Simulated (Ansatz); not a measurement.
Molecule: sum formula BNH, net charge 0, doublet state. It need not be the lowest isomer of its formula. 
Geometry from a B3LYP-D3(BJ)/def2-TZVP (Ansatz, a first-principles code) optimisation:
```xyz
3

B      0.0000     0.0000    -0.8356
N      0.0000     0.0000     0.3981
H      0.0000     0.0000     1.3912
```
Charge 0, spin multiplicity 2.

Quantity: vertical electron affinity (to the singlet state of charge -1; a negative value means that the extra electron is unbound and the number depends on the basis; each state is the SCF solution reached for its spin), in eV. Valence correlation only, unless marked. Open shells are spin-unrestricted. Spin-orbit coupling is left out. Non-relativistic. Anions need diffuse functions: aug- sets have them; def2-D sets add few. Basis-set limits of correlation are two-point, X^-3; Hartree-Fock from the larger set.

```tsv
level	program	vertical electron affinity (eV)
PBE/def2-TZVPD	Ansatz	1.61
wB97M-V/def2-TZVPD	Ansatz	___
CCSD/def2-SVPD	Ansatz	1.31
CCSD/aug-cc-pVTZ	Ansatz	___
CCSD/def2-TZVPPD	Ansatz	1.53
CCSD(T)/CBS(aug-cc-pVTZ,aug-cc-pVQZ)	Ansatz	___
```

Task: Fill in the missing entries.

Result: 
- wB97M-V/def2-TZVPD, vertical electron affinity (eV): 1.80
- CCSD/aug-cc-pVTZ, vertical electron affinity (eV): 1.57
- CCSD(T)/CBS(aug-cc-pVTZ,aug-cc-pVQZ), vertical electron affinity (eV): 1.68
